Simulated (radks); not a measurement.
Spherical quantum dot in the effective-mass picture: electrons in a hard-walled sphere of radius 7.5, with a point charge +1 (a donor) at the centre, all in effective atomic units (hartree* = m*/eps^2 hartree, bohr* = eps/m* bohr), one dielectric constant everywhere. Calculated with a radial shooting solver with Libxc functionals: non-relativistic Kohn-Sham, PBEsol, spin-polarised, spherical densities. Levels are named by radial order and angular momentum (1s, 1p, 1d, 2s, ...), and open shells are averaged over m. Results are scaled to m* = 0.39 and eps = 10.7, for which hartree* = 92.69 meV and bohr* = 1.452 nm.

N = 7, configuration 1s2 1p(up 3, down 2). This is the lowest configuration that the search found. Occupied levels:

level,occupation,eigenvalue (meV),<r> (nm)
1s up,1,92.191,4.824
1s down,1,92.224,4.311
1p up,3,100.82,7.216
1p down,2,102.01,7.194

Energy (meV): total 269.718, kinetic 130.30, external -202.05, Hartree 455.07, exchange-correlation -113.61.

Electron density:

r (nm),n(r) (e/nm^3)
0.274,0.05289
1.09,0.01794
1.90,0.006978
2.72,0.003420
3.54,0.002289
4.35,0.002022
5.17,0.002081
5.98,0.002214
6.80,0.002232
7.61,0.001990
8.43,0.001449
9.25,0.0007452
10.1,0.0001930
10.9,1.980e-07
